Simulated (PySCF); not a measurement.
**C: excitation energy**

C [He] 2s2 2p2 (3P) → C [He] 2s1 2p3 (5S), as a difference of total energies. Calculation: PySCF 2.14, in aug-cc-pwCVTZ (7s6p4d2f, 59 functions); no relativity, point nucleus. Correlated levels: valence: 1s2 frozen. The calculations carry no spin-orbit coupling.

| method | excitation energy (cm⁻¹) | error (cm⁻¹) |
| --- | --- | --- |
| UHF | 20847 | -12859 |
| MP2 (valence) | 30006 | -3700 |
| SCS-MP2 (valence) | 34648 | +943 |
| CCSD (valence) | 32838 | -868 |
| CCSD(T) (valence) | 33251 | -455 |

Reference: 33706 cm⁻¹ (measured; NIST levels, between the centres of gravity of the two terms).

Errors of the correlated levels include the incompleteness of this basis and the frozen core.
